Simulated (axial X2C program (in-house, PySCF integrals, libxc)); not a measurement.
**Bond lengths and stretching modes, held linear, of ClCuCl⁻**

Computed with an in-house all-electron X2C program for linear molecules (integrals from PySCF): two-component X2C with atomic mean-field Coulomb and Gaunt terms, Gaussian nuclei, basis Cl dyall-av3z, Cu dyall-v3z with contracted cores. Spin-free rows use the one-electron spin-free X2C Hamiltonian.

Masses Cl 34.969, Cu 62.930, Cl 34.969 u. States: 2c Ω = 0 (all partner blocks equally filled); spin-free M_S = 0, Λ = 0 (closed shell).

TPSSh, 2c: energies above the lowest point

| r(Cl–Cu) (Å) | r(Cu–Cl) (Å) | E (meV) |
| --- | --- | --- |
| 2.0670 | 2.0670 | 30.51 |
| 2.0670 | 2.1200 | 14.06 |
| 2.0670 | 2.1730 | 27.50 |
| 2.1200 | 2.0670 | 14.06 |
| 2.1200 | 2.1200 | 0.00 |
| 2.1200 | 2.1730 | 15.57 |
| 2.1200 | 2.2260 | 53.85 |
| 2.1730 | 2.0670 | 27.50 |
| 2.1730 | 2.1200 | 15.57 |
| 2.1730 | 2.1730 | 33.03 |
| 2.2260 | 2.1200 | 53.85 |
| 2.2260 | 2.2260 | 114.53 |

Question: Fit a quadratic surface with cubic terms in each bond: where is the minimum, and what are the two stretching wavenumbers?

Answer: At TPSSh, 2c: bonds 2.117 and 2.117 Å; harmonic stretches 296.6 and 404.3 cm⁻¹; force constants 1.7, 1.7 and coupling 0.11 mdyn/Å.

The other levels and Hamiltonians give:

```
Hamiltonian  level  r(Cl–Cu) (Å)  r(Cu–Cl) (Å)  lower stretch (cm⁻¹)  upper stretch (cm⁻¹)
         2c   PBE0         2.117         2.117                 295.7                 405.7
         2c     HF         2.228         2.228                 235.0                 329.0
         2c    MP2         2.068         2.068                 314.1                 436.2
  spin-free   PBE0         2.117         2.117                 295.9                 406.0
  spin-free     HF         2.227         2.227                 235.4                 329.7
  spin-free  TPSSh         2.116         2.116                 296.8                 404.6
  spin-free    MP2         2.067         2.067                 314.6                 436.8
```

Each state is one determinant, the lowest of a limited PBE0 search; the stretches come from a fit to these few points and carry an uncertainty of a few per cent. Other orders of the atoms were not compared. The levels spread by more than a fifth, so the stretches depend strongly on the method. MP2 freezes inner shells (threshold -2 hartree). For an anion the highest level of a functional can be positive, and the basis then holds the extra electron. The molecule was held linear; bending was not examined, so a bent shape may lie lower.
